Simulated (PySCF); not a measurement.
A geometry optimisation on `C=C/C=C\BF`.

Method: PBE0-D3(BJ)/def2-SVP geometry optimisation, gas phase (PySCF 2.14.0). Start geometry: GFN2-xTB. The command runs a driver script over a list of jobs; the input below is this job's line of settings and its coordinates in Å.

Command:
```bash
OMP_NUM_THREADS=1 python probes_run.py task.json out
```

Input:
```
{"job": {"xc": "PBE0", "basis": "def2-SVP", "d3": "d3bj", "grid": 1, "shake": 0.01, "kind": "geom"}, "charge": 0, "multiplicity": 1}
C      2.225050     0.214650    -0.740530
C      0.944680    -0.118060    -0.472590
C      0.077720     0.650460     0.394310
C     -1.143710     0.355300     0.719710
B     -2.022060    -0.857120     0.237550
F     -3.265860    -0.932930     0.693980
H      2.841510    -0.342360    -1.398330
H      2.661990     1.132760    -0.325390
H      0.525100    -1.000260    -0.886760
H      0.555640     1.540210     0.831090
H     -1.681570     1.040880     1.406700
H     -1.678790    -1.711810    -0.468770
```

Question: Give the output.

Answer: 
```
step   0  E = -280.21026432  max force = 0.083350
step   1  E = -280.21706238  max force = 0.017776
step   2  E = -280.21765751  max force = 0.003498
step   3  E = -280.21755765  max force = 0.008039
step   4  E = -280.21786374  max force = 0.002090
step   5  E = -280.21786785  max force = 0.001833
step   6  E = -280.21790820  max force = 0.001131
step   7  E = -280.21793189  max force = 0.000555
step   8  E = -280.21793319  max force = 0.000722
step   9  E = -280.21794708  max force = 0.000403
optimisation converged
```

Energies in Eh; «max force» is the largest Cartesian gradient component in Eh/bohr.

Question: Give the first gradient maximum in eV/Å.

Answer: With 1 Eh/bohr = 51.422 eV/Å, 4.286 eV/Å.

Question: How much energy does the optimisation release, in eV?

Answer: E(step 0) − E(last step) = 0.007683 Eh, which is 0.209 eV.

Main results: final energy -280.21795 Eh after 9 steps; dipole 2.31 D.

Question: Where do the atoms end?

Answer: 0.042 Å rms from the input after alignment:
```
atom  x, y, z in Å
C1     2.1382    0.2809   -0.9085
C2     0.9107   -0.1121   -0.5355
C3     0.1066    0.6403    0.4098
C4    -1.1443    0.3362    0.8375
B5    -1.9736   -0.8844    0.3936
F6    -3.2071   -1.0262    0.8698
H7     2.7327   -0.2941   -1.6224
H8     2.5874    1.1947   -0.5060
H9     0.4829   -1.0272   -0.9550
H10    0.5896    1.5487    0.7957
H11   -1.6013    1.0284    1.5553
H12   -1.5912   -1.7434   -0.3701
```

Question: How long does this job take on one thread, Arm Neoverse V1 (aarch64), no GPU, shared host? And the peak memory of the process?

Answer: About 42 s, with 0.47 GiB resident at the peak, the Python interpreter and its libraries included.
Labels such as C1 count atoms from 1, the log's own numbers from 0.
